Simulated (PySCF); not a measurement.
## Adding and removing an electron: NaSn

UHF-MP2; PySCF, scalar-relativistic core potentials, basis sets Na cc-pVDZ, Sn cc-pVDZ-PP with ECP28. Neutral (UHF): quartet (σ ↑, π ↑↑), Re = 2.955 Å, ωe = 190 cm⁻¹, De = 1.18 eV.

NaSn⁺ (UHF): triplet (σ ↑, π ↑), Re = 3.423 Å, ωe = 113 cm⁻¹, De = 0.55 eV to Na⁺ + Sn. The energies at the minima are -375.28531 hartree for NaSn and -375.08002 for NaSn⁺.

**Question.** Work out the adiabatic ionisation energy, without and with harmonic zero-point energies (1 hartree = 27.2114 eV, 1 eV = 8065.5 cm⁻¹), and the change of the bond length.

**Answer.** At UHF-MP2: 0.20529 hartree = 5.586 eV between the minima; the zero-point term (113.0 − 190.0)/2 cm⁻¹ = -0.005 eV makes it 5.581 eV. Re changes by +46.8 pm against the neutral. The electron leaves a π orbital, and the ion is left as a loose complex of an ion and an atom.

Correlated steps freeze 5 core orbitals. Correlated levels converge slowly with the basis: in double zeta they bind strong bonds too weakly, by up to about 1 eV, and carry superposition errors of some tenths. Spin–orbit coupling is left out, which matters for elements this heavy, above all for dissociation energies. For an ion De counts to the pair picked by the measured ionisation energies or electron affinities, which need not be the lowest pair at this level. States were picked by a PBE0 search and need not be the measured ground states.
